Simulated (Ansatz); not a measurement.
A nudged elastic band was laid between two geometries of C₂H₅ClSi (9 atoms, charge 0, multiplicity 1).

Computed with RKS PBE-D4/def2-SVP in Ansatz 0.2.0.

```json
{
 "movable images": "5",
 "climbing image": "yes",
 "spring": "5.0 eV/Å²",
 "optimiser": "fire",
 "start path": "through a guess of the saddle point",
 "force threshold": "0.05 eV/Å",
 "iteration limit": "60",
 "end points": "relaxed",
 "largest step": "0.5 Å"
}
```

First end point:

```xyz
9
Properties=species:S:1:pos:R:3
C -0.360 1.311 -0.037
C -0.320 -0.116 0.434
Si 0.623 -1.379 -0.259
Cl 0.604 -3.315 0.467
H -0.047 2.014 0.767
H 0.300 1.498 -0.909
H -1.389 1.613 -0.335
H -0.950 -0.383 1.301
H 1.539 -1.242 -1.428
```

Last end point:

```xyz
9
Properties=species:S:1:pos:R:3
C -0.308 1.280 -0.093
C -0.365 -0.101 0.490
Si 0.468 -1.518 -0.017
Cl 1.767 -1.532 -1.627
H 0.032 2.026 0.659
H 0.381 1.343 -0.959
H -1.310 1.620 -0.439
H -1.022 -0.259 1.366
H 0.358 -2.860 0.621
```

Question: Which bonds break or form, and what moves?

Answer: No bond is made or broken. The dihedral C1–C2–Si3–Cl4 goes from -180 to 0°.

Question: Give the energies along the band, and the barrier.

Answer: The run ended unconverged. The highest image is number 3 of 0 to 6, 1.73 eV above the first end and 1.78 eV above the last; the last end lies 0.04 eV below the first. The band didn't meet its force threshold, so its energies are provisional: the largest band force was still 0.28 eV/Å, and over the last iterations the top moved between 1.72 and 1.73 eV.

```json
{"image": "0", "path coordinate (Å)": "0.00", "energy (eV)": "0.00", "dihedral C1–C2–Si3–Cl4 (°)": "-180"}
{"image": "1", "path coordinate (Å)": "1.49", "energy (eV)": "0.15", "dihedral C1–C2–Si3–Cl4 (°)": "-166"}
{"image": "2", "path coordinate (Å)": "2.97", "energy (eV)": "0.44", "dihedral C1–C2–Si3–Cl4 (°)": "-134"}
{"image": "3", "path coordinate (Å)": "4.38", "energy (eV)": "1.73", "dihedral C1–C2–Si3–Cl4 (°)": "-63"}
{"image": "4", "path coordinate (Å)": "5.24", "energy (eV)": "0.74", "dihedral C1–C2–Si3–Cl4 (°)": "-41"}
{"image": "5", "path coordinate (Å)": "6.05", "energy (eV)": "0.11", "dihedral C1–C2–Si3–Cl4 (°)": "-15"}
{"image": "6", "path coordinate (Å)": "6.87", "energy (eV)": "-0.04", "dihedral C1–C2–Si3–Cl4 (°)": "0"}
```

The run took 13 min on 1 thread of Arm Neoverse V2 (shared host), peak memory 0.17 GiB.
